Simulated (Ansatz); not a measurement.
Ligand-field states of trans-CrF2(H2O)4 (CrO₄F₂H₈) at its B3LYP-D4/def2-SVP geometry (relaxed as a triplet).

Cartesian coordinates in Å:
```
Cr 0.000 0.000 0.000
F 0.792 1.773 0.036
F -0.793 -1.773 -0.036
O -0.784 1.081 1.849
H -1.682 1.425 1.753
H -0.190 1.750 1.420
O 0.781 -1.081 -1.850
H 0.191 -1.752 -1.417
H 1.682 -1.421 -1.755
O 1.020 -1.082 1.571
H 0.388 -1.799 1.330
H 0.653 -0.681 2.375
O -1.019 1.081 -1.571
H -0.651 0.681 -2.376
H -0.388 1.799 -1.329
```

CASSCF(4,5) on the Cr 3d shell in def2-SVP, averaged with equal weights over 5 quintets and 12 triplets and 6 singlets, then SC-NEVPT2; Ansatz, no spin–orbit coupling. The space holds no ligand orbitals and no second d shell, so covalent complexes are described poorly.

Question: Estimate the states' energies above the lowest.

Answer: 
```json
{"state": "quintet 1", "CASSCF (eV)": "0.00", "NEVPT2 (eV)": "0.00"}
{"state": "quintet 2", "CASSCF (eV)": "1.00", "NEVPT2 (eV)": "1.06"}
{"state": "quintet 3", "CASSCF (eV)": "1.56", "NEVPT2 (eV)": "1.66"}
{"state": "quintet 4", "CASSCF (eV)": "1.65", "NEVPT2 (eV)": "1.75"}
{"state": "quintet 5", "CASSCF (eV)": "2.00", "NEVPT2 (eV)": "2.13"}
{"state": "triplet 1", "CASSCF (eV)": "1.85", "NEVPT2 (eV)": "1.59"}
{"state": "triplet 2", "CASSCF (eV)": "2.14", "NEVPT2 (eV)": "1.93"}
{"state": "triplet 3", "CASSCF (eV)": "2.22", "NEVPT2 (eV)": "2.03"}
{"state": "triplet 4", "CASSCF (eV)": "2.58", "NEVPT2 (eV)": "2.44"}
{"state": "triplet 5", "CASSCF (eV)": "2.81", "NEVPT2 (eV)": "2.58"}
{"state": "triplet 6", "CASSCF (eV)": "2.87", "NEVPT2 (eV)": "2.68"}
{"state": "triplet 7", "CASSCF (eV)": "2.89", "NEVPT2 (eV)": "2.70"}
{"state": "triplet 8", "CASSCF (eV)": "2.99", "NEVPT2 (eV)": "2.80"}
{"state": "triplet 9", "CASSCF (eV)": "3.17", "NEVPT2 (eV)": "2.95"}
{"state": "triplet 10", "CASSCF (eV)": "3.19", "NEVPT2 (eV)": "3.02"}
{"state": "triplet 11", "CASSCF (eV)": "3.31", "NEVPT2 (eV)": "3.13"}
{"state": "triplet 12", "CASSCF (eV)": "3.35", "NEVPT2 (eV)": "3.19"}
{"state": "singlet 1", "CASSCF (eV)": "3.03", "NEVPT2 (eV)": "2.70"}
{"state": "singlet 2", "CASSCF (eV)": "3.14", "NEVPT2 (eV)": "2.87"}
{"state": "singlet 3", "CASSCF (eV)": "3.32", "NEVPT2 (eV)": "3.00"}
{"state": "singlet 4", "CASSCF (eV)": "3.53", "NEVPT2 (eV)": "3.22"}
{"state": "singlet 5", "CASSCF (eV)": "3.55", "NEVPT2 (eV)": "3.28"}
{"state": "singlet 6", "CASSCF (eV)": "3.87", "NEVPT2 (eV)": "3.57"}
```
The lowest NEVPT2 state is a quintet. Run time 24 s (4 threads of Intel Xeon 6975P-C on a shared host), peak host memory 1.1 GiB.
